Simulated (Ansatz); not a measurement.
CH2BCl, SMILES `B[C]Cl` (lower singlet) (charge 0, multiplicity 1). This singlet lies 0.37 eV below the relaxed triplet at the level frozen-core CCSD(T)/cc-pVTZ // PBE0-D3(BJ)/def2-TZVP (Ansatz, a program for electronic structure).

All values below come from LDA/cc-pVTZ // PBE0-D3(BJ)/def2-TZVP (Ansatz).

Ansatz 0.2 input:
```yaml
crystal:
  periodic: [false, false, false]
  atoms:
    - { symbol: B, position_ang: [-0.645517, 0.028738, 0.00783] }
    - { symbol: C, position_ang: [0.734547, -0.032556, -0.008981] }
    - { symbol: Cl, position_ang: [2.333706, -0.103813, -0.028322] }
    - { symbol: H, position_ang: [-1.259238, -0.993638, -0.104859] }
    - { symbol: H, position_ang: [-1.163498, 1.101269, 0.134332] }
basis:
  gaussian: { orbitals: cc-pVTZ }
hamiltonian:
  xc: lda
```

Output:

```
Functional definition: SPW92
769 factors; their error is unknown
mean field evaluation 1: about -14193.2305 eV, gradient 7.4e1 eV
mean field evaluation 2: about -14120.5235 eV, gradient 1.7e2 eV
mean field evaluation 4: about -14199.7064 eV, gradient 5.3e1 eV
mean field evaluation 8: about -14208.2068 eV, gradient 1.9e-2 eV
mean field evaluation 16: about -14208.1877 eV, gradient 7.1e-5 eV
mean field -14208.18770996 eV, -522.1412676856 hartree, gradient 7.1e-5 eV, S^2 0.000000; 0 other end points of the search recorded, 0 dependent functions left out
reference -14208.18774203 eV, -522.1412688641 hartree; 15, 15 occupied and 107, 107 virtual orbitals, 769 factors
Total energy: -14208.18774203 eV, -522.1412688641 hartree
```
